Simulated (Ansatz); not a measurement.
H3NSi, SMILES `N[SiH]` (lower singlet) (charge 0, multiplicity 1). This singlet lies 1.81 eV below the relaxed triplet at the level composite: frozen-core CCSD(T) with HF/cc-pVQZ and the correlation energy extrapolated as X^-3 from cc-pVTZ and cc-pVQZ, plus CCSDT(Q) minus CCSD(T) in cc-pVDZ // PBE0-D3(BJ)/def2-TZVP (Ansatz, a first-principles code).

Z-matrix (Å, degrees):
```
N
H 1 1.0079
H 1 1.0082 2 112.05
Si 1 1.7068 2 126.26 3 -179.99
H 4 1.5321 1 94.08 2 -0.04
```
Charge 0, spin multiplicity 1.

Frozen-core energies in cc-pVTZ from Ansatz at a geometry from PBE0-D3(BJ)/def2-TZVP; the HF reference has <S^2> = 0.00 and the T1 diagnostic is 0.015.

```csv
level,energy (Ha),difference from CCSDT(Q) (mHa)
HF,-345.14647,365.22
MP2,-345.47078,40.91
CCSD,-345.49659,15.10
CCSD(T),-345.51022,1.47
CCSDT,-345.51090,0.79
CCSDT(Q),-345.51169,0.00
```
